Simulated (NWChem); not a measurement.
What each level costs for sulfuric acid (H₂O₄S)

SMILES: O=S(=O)(O)O
```xyz
7

O     -0.3014     1.2374     0.8705
S      0.0000     0.0000    -0.1716
O      1.2712     0.2525    -0.8416
O     -1.2712    -0.2525    -0.8416
O      0.3014    -1.2374     0.8705
H      0.5721     1.5953     1.1416
H     -0.5721    -1.5953     1.1416
```
Charge 0, spin multiplicity 1.

The numbers come from NWChem runs, not from measurements. The geometry was optimised at PBE/def2-SVP, a minimum by its harmonic frequencies. It is one conformer; others weren't searched.

Basis set: 6-31G* (78 functions). Each entry is one whole single-point run; the coupled-cluster runs use the TCE module, and the SCF and DFT modules converge to different thresholds.

The correlated methods keep 9 core orbitals frozen. B3LYP has NWChem's definition, with VWN1-RPA local correlation. The Pople sets run with spherical d functions.

**Question.** Roughly how much processor time does each of these take, relative to RHF: MP2, B2PLYP, PBE, B3LYP, M06-2X, CR-CCSD(T)?

**Answer.** B3LYP about the same, within a factor of 3; PBE about the same, within a factor of 3; M06-2X about the same, within a factor of 3; MP2 about the same, within a factor of 3; B2PLYP about 3; CR-CCSD(T) about 40 (rough ratios from shared machines).
